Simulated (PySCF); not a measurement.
Compound: H₈NOPSi₂.
Cartesian coordinates in Å at the GFN2-xTB level; atoms count from 1:
```xyz
13
H8NOPSi2 angstrom
N     -1.939   -1.019   -0.178
Si    -1.467   -0.002    1.122
O      0.053    0.607    1.019
Si     1.349    0.984    0.141
P      1.284   -0.216   -1.757
H     -2.017   -0.628   -1.104
H     -1.570   -1.954   -0.239
H     -1.423   -0.812    2.330
H     -2.344    1.161    1.103
H      1.267    2.398   -0.224
H      2.487    0.685    1.011
H      1.781   -1.382   -1.199
H      2.535    0.178   -2.194
```

Vertical excitations from PySCF (density fitting, frozen core in the response, grid level 2 and gas phase unless stated; continuum runs use non-equilibrium linear response for the excitations) on a GFN2-xTB geometry. Reference run:

```
                              settings    S1, eV (f)    S2, eV (f)    S3, eV (f)    S4, eV (f)    S5, eV (f)    S6, eV (f)  T1, eV (Tamm–Dancoff)  mean α (au)
PBE0/def2-SVPD, full TDDFT, 6 singlets  6.26 (0.039)  6.40 (0.029)  6.67 (0.063)  6.89 (0.021)  7.07 (0.160)  7.16 (0.012)                   5.50         89.1
```

**Question.** What do these settings give: (1) PBE0/ANO-RCC-VDZP, IEF-PCM dimethylsulfoxide, grid level 3, level shift 0.3 Eh, full TDDFT, 6 singlets; (2) PBE0/def2-SVPD, IEF-PCM cyclohexane, full TDDFT, 3 singlets?

**Answer.** 
```json
{"settings": "PBE0/ANO-RCC-VDZP, IEF-PCM dimethylsulfoxide, grid level 3, level shift 0.3 Eh, full TDDFT, 6 singlets", "S1, eV (f)": "6.30 (0.080)", "S2, eV (f)": "6.38 (0.076)", "S3, eV (f)": "6.75 (0.115)", "S4, eV (f)": "6.85 (0.041)", "S5, eV (f)": "7.13 (0.233)", "S6, eV (f)": "7.28 (0.020)", "T1, eV (Tamm–Dancoff)": "–", "mean α (au)": "108.5"}
{"settings": "PBE0/def2-SVPD, IEF-PCM cyclohexane, full TDDFT, 3 singlets", "S1, eV (f)": "6.25 (0.065)", "S2, eV (f)": "6.42 (0.034)", "S3, eV (f)": "6.68 (0.102)", "S4, eV (f)": "–", "S5, eV (f)": "–", "S6, eV (f)": "–", "T1, eV (Tamm–Dancoff)": "–", "mean α (au)": "100.5"}
```

(1) S1 moves by +0.04 eV; basis and environment change together, so the shift can't be laid on one. (2) S1 moves by -0.01 eV. States are counted by energy in each run and needn't keep their character from row to row.

ANO-RCC sets were contracted for a scalar-relativistic Hamiltonian, but ran non-relativistically here.

**Question.** Give the leading configurations of S1 (H = HOMO, L = LUMO) and the HOMO–LUMO gap of each run.

**Answer.** 
```
                                                                                              settings        S1 configurations (weight)  S1 (eV)  orbital gap (eV)  S1 − gap (eV)
                                                                PBE0/def2-SVPD, full TDDFT, 6 singlets              H→L 0.62, H→L+1 0.23     6.26              7.36          -1.10
PBE0/ANO-RCC-VDZP, IEF-PCM dimethylsulfoxide, grid level 3, level shift 0.3 Eh, full TDDFT, 6 singlets  H→L 0.53, H→L+1 0.30, H→L+2 0.08     6.30              7.40          -1.10
                                           PBE0/def2-SVPD, IEF-PCM cyclohexane, full TDDFT, 3 singlets              H→L 0.68, H→L+1 0.20     6.25              7.37          -1.12
```

The species at its GFN2-xTB geometry (one conformer only).
